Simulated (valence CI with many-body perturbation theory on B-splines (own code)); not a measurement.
E1 line list for S10+

Calculated by valence CI with perturbative core correlation (CI+MBPT): four valence electrons over a frozen Dirac-Fock core [He], radial functions for each j: 11 s, 11 p, 9 d, 7 f, 5 g, 2 h, 1 i, with the one-electron correlation potential Σ1 (screened to all orders), the two-electron term Σ2, the three-electron term Σ3, Breit, model QED; selected single and double excitations, second order for the rest, scaled by the run's own slope (own B-spline code, finite nucleus).

No measured levels were compared; by estimate levels of excited configurations hold to 0.05 to 0.15 % of their energy, terms of the ground configuration to about 0.5 %. Among the levels kept, up to 250 cm⁻¹ of a level comes from second order outside the variational space, and about a tenth of that is noise between levels of different J, which matters for small intervals.

Lines 1 to 50 of 247 in falling wavelength, among levels below 2738300 cm⁻¹, chosen from the strongest by gf and those to the six lowest levels. Wavelengths and rates use the calculated energies, so an error of 300 cm⁻¹ moves a line at 1578 Å by 0.47 % and its rate by three times that or more. Electric multipoles are in the length gauge, E1 and E2 with the static RPA response of the core. Weak lines are less certain than strong ones. Lines between different terms over intervals too small for the method are left out, as are lines whose strength nearly cancels. The highest levels of a list are the least certain.

Names give the largest LS component (configuration and term), which can be under half, so a name can repeat, a term be missing and a line seem to break the LS rules; names also repeat where a configuration has a term twice.

| λ vac (Å) | Upper | Lower | A (s⁻¹) | S (a.u.) |
| --- | --- | --- | --- | --- |
| 1578 | 2s²2p3p ¹P_1 | 2s²2p3s ¹P°_1 | 6.76e+07 | 3.93e-01 |
| 1254 | 2s2p²3p ³D°_1 | 2s2p²3s ³P_1 | 1.05e+08 | 3.07e-01 |
| 1252 | 2s²2p3d ¹P°_1 | 2s²2p3p ¹S_0 | 1.64e+08 | 4.76e-01 |
| 1220 | 2s2p²3p ³D°_3 | 2s2p²3s ³P_2 | 3.08e+08 | 1.93e+00 |
| 1202 | 2s2p²3p ³D°_2 | 2s2p²3s ³P_1 | 2.73e+08 | 1.17e+00 |
| 1198 | 2s2p²3p ³D°_1 | 2s2p²3s ³P_0 | 2.06e+08 | 5.23e-01 |
| 1135 | 2s²2p3p ¹P_1 | 2s²2p3s ³P°_1 | 1.64e+08 | 3.55e-01 |
| 1073 | 2s2p²3d ⁵F_4 | 2s2p²3p ⁵D°_4 | 4.64e+07 | 2.55e-01 |
| 1054 | 2s2p²3p ⁵D°_3 | 2s2p²3s ⁵P_3 | 1.13e+08 | 4.55e-01 |
| 1052 | 2s2p²3p ³P°_1 | 2s2p²3s ³P_2 | 2.57e+08 | 4.43e-01 |
| 1047 | 2s2p²3d ⁵F_3 | 2s2p²3p ⁵D°_3 | 1.14e+08 | 4.51e-01 |
| 1033 | 2s2p²3p ⁵D°_2 | 2s2p²3s ⁵P_2 | 2.97e+08 | 8.06e-01 |
| 1029 | 2s2p²3p ³P°_2 | 2s2p²3s ³P_2 | 4.55e+08 | 1.22e+00 |
| 1028 | 2s2p²3d ⁵F_5 | 2s2p²3p ⁵D°_4 | 5.40e+08 | 3.19e+00 |
| 1026 | 2s2p²3p ⁵D°_0 | 2s2p²3s ⁵P_1 | 6.22e+08 | 3.32e-01 |
| 1025 | 2s2p²3d ⁵F_2 | 2s2p²3p ⁵D°_2 | 1.91e+08 | 5.07e-01 |
| 1015 | 2s²2p3p ³D_3 | 2s²2p3s ³P°_2 | 5.61e+08 | 2.03e+00 |
| 1015 | 2s2p²3d ⁵F_4 | 2s2p²3p ⁵D°_3 | 5.08e+08 | 2.36e+00 |
| 1012 | 2s2p²3d ⁵F_1 | 2s2p²3p ⁵D°_1 | 2.48e+08 | 3.82e-01 |
| 1012 | 2s2p²3p ⁵D°_1 | 2s2p²3s ⁵P_1 | 5.21e+08 | 7.98e-01 |
| 1009 | 2s2p²3d ⁵D_3 | 2s2p²3p ⁵P°_3 | 8.81e+07 | 3.13e-01 |
| 1004 | 2s2p²3d ⁵F_3 | 2s2p²3p ⁵D°_2 | 4.49e+08 | 1.57e+00 |
| 1000 | 2s2p²3p ³P°_0 | 2s2p²3s ³P_1 | 5.97e+08 | 2.95e-01 |
| 999.5 | 2s2p²3d ⁵F_2 | 2s2p²3p ⁵D°_1 | 3.62e+08 | 8.92e-01 |
| 998.8 | 2s²2p3p ³D_2 | 2s²2p3s ³P°_1 | 4.86e+08 | 1.19e+00 |
| 998.5 | 2s2p²3d ⁵F_1 | 2s2p²3p ⁵D°_0 | 2.97e+08 | 4.37e-01 |
| 997.8 | 2s2p²3p ⁵D°_4 | 2s2p²3s ⁵P_3 | 6.78e+08 | 2.99e+00 |
| 992.2 | 2s²2p3p ³D_1 | 2s²2p3s ³P°_0 | 3.44e+08 | 4.98e-01 |
| 991.2 | 2s2p²3p ⁵D°_3 | 2s2p²3s ⁵P_2 | 5.56e+08 | 1.87e+00 |
| 986.3 | 2s2p²3p ⁵D°_2 | 2s2p²3s ⁵P_1 | 3.45e+08 | 8.16e-01 |
| 984.1 | 2s2p²3p ³P°_1 | 2s2p²3s ³P_1 | 1.65e+08 | 2.33e-01 |
| 983.5 | 2s2p²3d ⁵D_4 | 2s2p²3p ⁵P°_3 | 4.51e+08 | 1.91e+00 |
| 979.2 | 2s2p²3d ⁵D_2 | 2s2p²3p ⁵P°_2 | 2.82e+08 | 6.54e-01 |
| 969.7 | 2s2p²3d ⁵D_3 | 2s2p²3p ⁵P°_2 | 3.93e+08 | 1.24e+00 |
| 969.3 | 2s2p²3d ⁵D_0 | 2s2p²3p ⁵P°_1 | 5.32e+08 | 2.39e-01 |
| 967.7 | 2s2p²3d ⁵D_1 | 2s2p²3p ⁵P°_1 | 4.07e+08 | 5.46e-01 |
| 964.3 | 2s2p²3p ³P°_2 | 2s2p²3s ³P_1 | 1.08e+08 | 2.40e-01 |
| 963.6 | 2s2p²3d ⁵D_2 | 2s2p²3p ⁵P°_1 | 2.04e+08 | 4.51e-01 |
| 963.2 | 2s2p²3p ⁵P°_2 | 2s2p²3s ⁵P_3 | 3.10e+08 | 6.84e-01 |
| 955.1 | 2s²2p3d ³F°_2 | 2s²2p3p ³D_1 | 1.19e+08 | 2.56e-01 |
| 945.1 | 2s²2p3d ³D°_2 | 2s²2p3p ³P_1 | 1.59e+08 | 3.31e-01 |
| 930.7 | 2s²2p3d ³F°_4 | 2s²2p3p ³D_3 | 6.80e+08 | 2.43e+00 |
| 930.4 | 2s²2p3d ³D°_3 | 2s²2p3p ³P_2 | 4.51e+08 | 1.25e+00 |
| 927.4 | 2s2p²3p ⁵P°_3 | 2s2p²3s ⁵P_3 | 6.65e+08 | 1.83e+00 |
| 924.5 | 2s2p²3p ⁵P°_1 | 2s2p²3s ⁵P_2 | 6.80e+08 | 7.96e-01 |
| 917.9 | 2s²2p3d ³F°_3 | 2s²2p3p ³D_2 | 6.63e+08 | 1.77e+00 |
| 915.1 | 2s2p²3d ⁵D_4 | 2s2p²3p ⁵D°_4 | 2.28e+08 | 7.76e-01 |
| 914.3 | 2s²2p3d ³D°_1 | 2s²2p3p ³P_0 | 3.40e+08 | 3.85e-01 |
| 910.6 | 2s2p²3p ⁵P°_2 | 2s2p²3s ⁵P_2 | 1.92e+08 | 3.59e-01 |
| 892.5 | 2s2p²3d ⁵D_3 | 2s2p²3p ⁵D°_3 | 1.34e+08 | 3.29e-01 |
